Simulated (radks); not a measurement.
The numbers below are computed, except where a source is named.
How relativity changes the ionisation of the sulfur ion S+ ([Ne] 3s2 3p3) to S2+ ([Ne] 3s2 3p2). Spin-unpolarised spherical Kohn-Sham, PBE, point nucleus unless stated (finite: rms radius 3.2611 fm), a radial shooting solver on a logarithmic mesh with Libxc functionals. A level marked "c x" has the speed of light scaled by that factor and shares open shells by 2j + 1; other Dirac levels either fill j = l - 1/2 first or share by 2j + 1.

| level | E(S+) (hartree) | E(S2+) (hartree) | IE (eV) | HOMO | <r> HOMO (bohr) |
|---|---|---|---|---|---|
| non-rel. | -397.48182 | -396.66246 | 22.296 | 3p | 1.896 |
| scalar-rel. | -398.61342 | -397.79452 | 22.284 | 3p | 1.895 |
| scalar-rel., finite nucleus | -398.61304 | -397.79414 | 22.284 | 3p | 1.895 |
| Dirac, 2j+1 shares | -398.61438 | -397.79547 | 22.284 | 3p3/2 | 1.898 |
| Dirac, low j first | -398.61801 | -397.80112 | 22.229 | 3p3/2 | 1.898 |
| Dirac, 2j+1 shares, finite nucleus | -398.61400 | -397.79509 | 22.284 | 3p3/2 | 1.898 |
| Dirac, c x 0.85 | -399.05345 | -398.23471 | 22.279 | 3p3/2 | 1.899 |
| Dirac, c x 2 | -397.76353 | -396.94429 | 22.293 | 3p3/2 | 1.896 |
| Dirac, c x 10 | -397.49307 | -396.67372 | 22.296 | 3p3/2 | 1.896 |

NIST Atomic Spectra Database: 23.338 eV (measured). The relativistic part of the total energy of S+ is -1.132 hartree (Dirac, 2j+1 shares, finite nucleus), 0.28 % of the non-relativistic value. Spin polarisation and multiplet splitting of open shells are left out at every level.

Beside tabulated values, note that spin-unpolarised runs miss the spin-polarisation part of the exchange energy of open shells.
